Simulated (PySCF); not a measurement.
Compound: C5H9BO2.
Atom-mapped SMILES: `[CH3:1][B:2]([CH3:3])[C@H:4]1[CH2:5][O:6][C:7]1=[O:8]` (hydrogens: H9, H10, H11 on C1; H12, H13, H14 on C3; H15 on C4; H16, H17 on C5)

Geometry (PBE0-D3(BJ)/def2-SVP, Å), atoms numbered from 1 in this order:
```xyz
17
C5H9BO2 angstrom
C     -1.2980    1.1203   -1.2836
B     -0.6014    0.4242   -0.0680
C     -1.3622   -0.5441    0.8997
C      0.9393    0.7315    0.1550
C      1.8820   -0.1549    0.9725
O      2.6705   -0.4283   -0.2103
C      1.8805    0.3613   -0.9839
O      1.9837    0.5842   -2.1455
H     -2.2241    0.6269   -1.6140
H     -0.6214    1.2718   -2.1391
H     -1.5895    2.1323   -0.9387
H     -0.9821   -0.5622    1.9326
H     -1.1866   -1.5603    0.4910
H     -2.4531   -0.4031    0.9071
H      1.0235    1.8116    0.3733
H      2.4897    0.3431    1.7417
H      1.4524   -1.0837    1.3753
```

Level: CAM-B3LYP/def2-SVPD in PySCF, non-relativistic, on one gas-phase PBE0-D3(BJ)/def2-SVP geometry that isn't relaxed in the solvent. The solvent is an IEF-PCM continuum (van der Waals radii × 1.2). Only the electrostatic response of the medium enters.

Gas phase at CAM-B3LYP/def2-SVPD: HOMO -9.53 eV, LUMO 0.17 eV, dipole 4.50 D.

Task: What does the continuum do to the energy, the frontier levels and the dipole at CAM-B3LYP/def2-SVPD in benzene and chloroform?

Result: 
```tsv
solvent	ε	E(solvent) − E(gas) (kJ/mol)	polarisation term (kJ/mol)	distortion of the solute (kJ/mol)	HOMO (eV)	LUMO (eV)	dipole (D)
benzene	2.271	-14.67	-16.15	1.48	-9.58	0.36	5.11
chloroform	4.711	-23.52	-27.41	3.89	-9.61	0.45	5.49
```

The polarisation term is half the interaction of the solute with the surface charges that it induces; the rest is the cost of distorting the solute's density. The sum is the electrostatic part of solvation alone. From benzene to chloroform the lowering changes by a factor 1.60, Onsager's factor (ε − 1)/(2ε + 1) by 1.55 and ε itself by 2.1.

Task: Which radius a makes the point-dipole formula ΔE = −[(ε − 1)/(2ε + 1)]·μ²/a³ give the value in chloroform, with the gas-phase dipole?

Result: μ = 1.769 au and |ΔE| = 0.00896 Eh give a = 2.64 Å; the farthest nucleus lies 2.96 Å from the centroid of the nuclei, so such a sphere wouldn't even hold the nuclei. The formula assumes a rigid point dipole at the centre of a sphere.

Task: Give the dipole vector in the frame of the coordinates (D, pointing from negative to positive charge), gas and chloroform.

Result: Gas (-2.37, 0.46, 3.80), solvent (-2.76, 0.54, 4.72). Its length changes by +22 % and its direction by 2°.

Task: How does the static polarisability (CAM-B3LYP/def2-SVPD, frozen core, with the continuum's full static response) change?

Result: 
```json
{"medium": "gas", "isotropic (au)": "76.6", "principal values (au)": "63.0, 81.4, 85.3", "⟨r²⟩ of the electrons (bohr²)": "1041.4"}
{"medium": "benzene", "isotropic (au)": "86.5", "principal values (au)": "71.3, 90.8, 97.3", "⟨r²⟩ of the electrons (bohr²)": "1041.7"}
{"medium": "chloroform", "isotropic (au)": "93.2", "principal values (au)": "77.8, 96.7, 105.2", "⟨r²⟩ of the electrons (bohr²)": "1041.9"}
```

The isotropic value in chloroform is 1.22 times the gas-phase one; no cavity-field correction is applied. ⟨r²⟩ is taken about the centre of nuclear charge.

The run took 85 s on one thread of an Arm Neoverse N1, shared host. This is the whole response run at CAM-B3LYP/def2-SVPD in chloroform, SCF included.
